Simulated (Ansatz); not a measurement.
```yaml
crystal:
  periodic: [false, false, false]
  atoms:
    - {symbol: Sr, position_ang: [0.373835, -1.057898, 1.715057]}
    - {symbol: Sr, position_ang: [1.926842, 0.463412, -1.892546]}
    - {symbol: Sr, position_ang: [-1.888925, -0.818224, -1.863551]}
    - {symbol: Sr, position_ang: [-0.896749, 2.588820, 0.035234]}
    - {symbol: Te, position_ang: [1.071887, -2.606260, 4.441318]}
    - {symbol: Te, position_ang: [-0.683484, 1.891456, -3.087311]}
    - {symbol: Te, position_ang: [0.768878, -2.401346, -1.328097]}
    - {symbol: Te, position_ang: [1.986793, 1.760809, 0.968108]}
    - {symbol: Te, position_ang: [-2.659079, 0.179241, 1.011798]}
basis:
  gaussian: {orbitals: def2-TZVPD, initial_orbitals: start.molden}
total_charge: -1
magnetization: {spin_polarized: true, initial_magnetization: 1}
hamiltonian: {xc: pbe0, dispersion: d4}
scf: {omitted_lower_state_checks: [starts]}
output: {orbitals: {seedname: orbitals}}
```

The file start.molden holds the orbitals of an earlier run on this structure, at another level or in another basis.

```sh
$ ansatz run in.yaml --threads 4 --pin off --events-out ev --progress --plain --max-ram 6963MiB
```

Does this run fit into the memory that it is given?

No. It has 427 basis functions, and Ansatz plans for 9 GiB where 7 GiB are given.
